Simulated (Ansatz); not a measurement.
Name a neutral molecule of F, Si and H with LUMO energy (PBE/def2-TZVPP) between -1.45 and -1.15 eV and HOMO–LUMO gap (B3LYP/def2-TZVPP) between 7.75 and 8.05 eV (Ansatz, PBE0-D4/def2-TZVP geometry).

`F[SiH](F)[SiH3]` (-1.28 eV, 7.80 eV). Other molecules can fit too; these were computed, each in one conformer that needn't be the lowest.

B3LYP here is the variant with VWN-RPA as its local correlation; programs differ in this.
